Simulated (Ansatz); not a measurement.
# Worked example: C3H7Cl + C2H3IO → C3H7I + C2H3ClO

Species: C3H7Cl (1-chloropropane) `CCCCl`, singlet; C2H3IO (acetyl iodide) `CC(=O)I`, singlet; C3H7I (1-iodopropane) `CCCI`, singlet; C2H3ClO (acetyl chloride) `CC(=O)Cl`, singlet. The partners trade Cl for I; both sit on C, so the bond types are kept.

Shapes, held fixed at every level: PBE0-D4/def2-TZVP. Flexible molecules stand in one conformer, not always the lowest. Programs: Ansatz 0.2.0. Electronic energies: no zero-point or thermal term.

At CCSD(T)/def2-TZVPP; 1 Eh = 2625.50 kJ/mol:

| species | energy (Eh) |
| --- | --- |
| C3H7Cl | -578.044631 |
| C2H3IO | -450.145501 |
| C3H7I | -415.458076 |
| C2H3ClO | -612.737375 |

Task: Work out ΔE of the reaction at this level.

Result: 
1. Products less reactants: (-415.458076) + (-612.737375) − [(-578.044631) + (-450.145501)] = -0.005319 Eh = -14.0 kJ/mol.

Other levels give -14.0 (wB97M-V/def2-TZVPP) to -8.0 kJ/mol (B3LYP-D4/def2-TZVPP). No measured value is set beside it here. For atoms past krypton def2 sets carry core potentials with scalar relativity. Outer-core shells of I are correlated, in sets that cover them unevenly.
